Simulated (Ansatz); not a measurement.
`C[SiH2][SiH](O)F` + H–F → `C[SiH2][SiH](F)F` + H₂O at 700 K and 1 bar (ligand exchange at the Si–O bond).

Program: Ansatz. Geometries: PBE0-D4/def2-TZVP. ΔE: electronic, gas phase. CBS: MP2 limit from def2 TZ/QZ plus the TZ coupled-cluster correction, frozen cores. This one scheme is used for every species. Each species was taken in one conformer, which may not be the lowest.

| species | CCSD(T)/CBS energy (Eh) | H − E (kJ/mol) | S (J/(mol·K)) |
| --- | --- | --- | --- |
| `C[SiH2][SiH](O)F` | -795.51430 | 303.6 | 519.9 |
| H–F | -100.39570 | 45.2 | 198.5 |
| `C[SiH2][SiH](F)F` | -819.54558 | 267.3 | 502.0 |
| H₂O | -76.37941 | 80.5 | 218.4 |

H − E and S are ideal-gas, rigid-rotor, harmonic terms from PBE0-D4/def2-TZVP, for one conformer and one mirror image of each species. 1 Eh = 2625.50 kJ/mol, R = 8.31446 J/(mol·K).

Question: By hand: ΔE, ΔH, ΔS and ΔG.

Answer: ΔE = (-819.54558) + (-76.37941) − (-795.51430) − (-100.39570) = -0.01499 Eh = -39.4 kJ/mol. Δ(H − E) = 267.3 + 80.5 − 303.6 − 45.2 = -1.0, so ΔH = -40.4 kJ/mol. ΔS = 502.0 + 218.4 − 519.9 − 198.5 = 2.0 J/(mol·K). ΔG = -40.4 − 700 × (2.0)/1000 = -41.8 kJ/mol.

Question: By hand: the equilibrium constant, and the temperature at which ΔG would vanish if ΔH and ΔS stayed fixed.

Answer: log₁₀ K = −ΔG/(RT ln 10) = 3.1. ΔH and −TΔS have one sign here, so there is no such temperature.

The number of gas molecules stays the same, so ΔS is small and ΔH decides. A doubt of 5 kJ/mol in ΔE shifts log₁₀ K by 0.4 here. Other conformers and mirror images would add mixing entropy, several J/(mol·K) or more a flexible species. Modes under 60 cm⁻¹, often nearly free rotors, make the harmonic entropy too high. These are equilibria of isolated gas molecules and say nothing of rates. Largest T1 diagnostic: 0.012 (customary marks: 0.02 for closed shells, 0.045 for open ones).

ΔS is within the doubt of such terms, so its sign, and with it that verdict, could turn.
